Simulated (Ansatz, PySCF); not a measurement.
Potential energy curve for HF (cation, charge +1), doublet. Each curve is given relative to its own lowest point near equilibrium.

```
R / Å     A     B     C
-----  ----  ----  ----
0.75   50.4  45.4  52.1
0.80   27.9  24.0  29.2
0.87    9.8   7.4  10.7
0.90    5.4   3.6   6.1
0.95    1.2   0.5   1.6
0.98    0.2   0.0   0.4
1.01    0.0   0.3   0.0
1.05    0.8   1.8   0.5
1.08    2.0   3.4   1.5
1.11    3.6   5.4   2.8
1.19    9.2  11.9   7.7
1.25   14.1  17.3  12.0
1.38   25.3  29.1  22.0
1.52   37.0  40.7  32.2
1.65   46.7  49.9  40.5
1.83   57.9  59.9  49.9
1.99   65.6  66.4  56.3
2.22   73.4  72.6  62.9
2.51   79.2  77.0  68.1
2.73   81.7  78.8  70.4
3.03   83.6  80.2  72.0
3.50   84.8  81.2  72.7
4.00   85.4  81.7  72.2
```

Energies in kcal/mol.

Task: Match the curves with the methods CCSDT(Q) on UHF/cc-pVTZ, frozen core (Ansatz, a program for electronic structure); UHF/cc-pVTZ (PySCF); unrestricted B3LYP/6-311+G**, spherical d (PySCF 2.14.0).

Result: A is UCCSDT(Q); B is UHF; C is UKS-B3LYP/6-311+G**.

The unrestricted determinant behind UKS-B3LYP/6-311+G** is spin-contaminated at 2.51 to 4.00 Å (<S²> up to 1.0, against 0.75 for a pure doublet).
